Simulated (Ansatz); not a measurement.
Geometry optimisation, Ansatz 0.2.0, RHF/def2-SVP.

input.yaml

```yaml
crystal:
  periodic: [false, false, false]
  atoms:
    - { symbol: Si, position_ang: [-0.2406, -1.009, 0.204] }
    - { symbol: "N", position_ang: [0.9767, 0.5558, 0.9808] }
    - { symbol: H, position_ang: [0.1785, -1.7186, 1.4264] }
    - { symbol: H, position_ang: [-0.8019, -2.196, -0.5386] }
    - { symbol: C, position_ang: [-1.7757, 0.1169, 0.2437] }
    - { symbol: H, position_ang: [1.4055, 0.6037, -0.282] }
    - { symbol: As, position_ang: [1.1568, -0.3566, -1.997] }
    - { symbol: H, position_ang: [0.579, 1.4348, 1.2876] }
    - { symbol: H, position_ang: [1.7392, 0.307, 1.5993] }
    - { symbol: H, position_ang: [-2.2105, 0.1854, -0.7497] }
    - { symbol: H, position_ang: [-2.5285, -0.3137, 0.8943] }
    - { symbol: H, position_ang: [-1.5797, 1.1267, 0.5881] }
    - { symbol: H, position_ang: [0.6147, 1.0457, -2.1523] }
    - { symbol: H, position_ang: [2.4865, 0.2179, -1.5046] }
basis:
  gaussian: { orbitals: def2-SVP }
hamiltonian:
  xc: hf
relax:
  f_tol: 0.15
  max_steps: 25
  restrain:
    - { distance: [0, 6], at: 3.6, k: 30.0 }
    - { distance: [5, 1], at: 2.32, k: 30.0 }
    - { distance: [0, 1], at: 1.82, k: 30.0 }
    - { distance: [5, 6], at: 1.5, k: 30.0 }
```

Launched with:

```bash
$ ansatz run input.yaml --threads 2 --pin off --max-ram 3072MiB --backend cpu --events-out ev --progress --plain --runs-dir out
```

Task: Where does it end, and by what steps?

Result: The forces met the threshold. The restraints hold the end off the free minimum. After 10 steps the energy has fallen by 2.998 eV (the restraints' own energy left out); H14 moved furthest, 1.20 Å. Parted: Si1–As7. Joined: H6–As7.

```csv
step,energy less start (eV),largest force component (eV/Å),accepted
0,0.0000,5.751,yes
1,1.4855,2.686,yes
2,1.8410,2.310,yes
3,1.2833,2.175,yes
4,-0.1240,2.544,yes
5,-1.3921,1.182,yes
6,-2.1690,1.118,yes
7,-2.5637,1.397,yes
8,-2.8049,1.442,yes
9,-2.9384,1.301,yes
10,-2.9978,1.021,yes
```

```xyz
14
Properties=species:S:1:pos:R:3
Si -0.394 -0.900 0.844
N 0.810 0.248 1.471
H -0.726 -1.850 1.939
H 0.106 -1.739 -0.264
C -1.922 0.087 0.322
H 1.574 0.382 -0.727
As 1.429 -0.031 -2.163
H 0.811 1.216 1.222
H 1.682 -0.038 1.870
H -2.079 0.091 -0.758
H -2.814 -0.343 0.785
H -1.846 1.123 0.657
H 0.630 1.189 -2.575
H 2.740 0.564 -2.624
```

Run time: 33 s on 2 threads of Arm Neoverse V1, on a shared host, peak memory 0.31 GiB.
